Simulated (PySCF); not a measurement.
## TDDFT excited states: C2H10AsBO

Species: C₂H₁₀AsBO.
Numbering: `[CH3:1][O:2][CH2:3][BH2-:4][AsH3+:5]` (hydrogens: H6, H7, H8 on C1; H9, H10 on C3; H11, H12 on B4; H13, H14, H15 on As5)

Theory: TDDFT wB97X-D/def2-SVPD, vertical, gas phase, core orbitals frozen in the response (PySCF 2.14.0, density-fitted response routines). Geometry: PBE0-D3(BJ)/def2-SVP, one conformer, isolated molecule. Relativistic effects, spin–orbit coupling among them, are left out although an element past zinc is present. Torsions of this conformer, `[CH3:1][O:2][CH2:3][BH2-:4][AsH3+:5]`: C1–O2–C3–B4 178°, O2–C3–B4–As5 175°.

```csv
state,E (eV),E (hartree),f,"main configurations (H = HOMO, L = LUMO)"
S1,6.82,0.2505,0.0084,"H→L+1 (45%), H→L (26%), H→L+3 (10%)"
S2,7.02,0.2581,0.0027,"H→L (43%), H→L+3 (27%), H→L+4 (12%)"
S3,7.16,0.2631,0.010,"H→L+1 (37%), H→L+3 (19%), H→L (15%)"
S4,7.41,0.2724,0.0025,"H-1→L+1 (57%), H-3→L+1 (15%)"
S5,7.51,0.2759,0.0057,"H→L+2 (48%), H-3→L (18%), H-2→L+2 (16%)"
S6,7.60,0.2792,0.015,"H-1→L (61%), H→L+2 (12%)"
S7,7.64,0.2809,0.011,"H-2→L (43%), H-2→L+1 (33%)"
S8,7.69,0.2827,0.066,"H-3→L (40%), H-3→L+1 (25%), H-1→L+1 (16%)"
S9,7.74,0.2844,0.0090,"H-2→L+1 (46%), H-2→L (24%)"
S10,7.78,0.2860,0.041,"H-3→L+1 (33%), H-3→L (17%), H→L+2 (14%)"
```

Triplets, Tamm–Dancoff:

```tsv
state	E (eV)	λ (nm)	main configurations (H = HOMO, L = LUMO)
T1	6.78	182.9	H→L+1 (47%), H→L (28%)
T2	6.87	180.5	H→L+3 (33%), H→L (31%), H→L+4 (11%)
T3	6.95	178.3	H-3→L+1 (83%)
T4	7.06	175.7	H-3→L+2 (23%), H-2→L+1 (18%), H→L+1 (13%)
```

The lowest singlet lies at 6.82 eV (182 nm, vacuum ultraviolet) and is weak; its leading configuration is HOMO→LUMO+1 (45%). The strongest level in the table is S8 at 7.69 eV (161 nm, f = 0.066). Löwdin shares by element: HOMO oxygen 57%, carbon 21%, hydrogen 6% or more (atoms not listed hold the other 17%); LUMO hydrogen 43% or more, arsenic 36% (atoms not listed hold the other 21%). Weighted by f, the mean energy of these states is 7.61 eV. The listed states span 0.96 eV, and the widest gap between neighbours is 0.25 eV (S3 to S4). The oscillator strengths of these states sum to 0.172; summed over the whole spectrum of an exact calculation they would give the number of electrons, 68 (Thomas–Reiche–Kuhn). The vertical ionisation energy (ΔSCF) is 9.12 eV, 1.34 eV above S10. Singlets were solved by full linear response, triplets in the Tamm–Dancoff approximation.

Without π bonds the low states are Rydberg-like; a valence basis with one diffuse set may place them up to an eV too high.
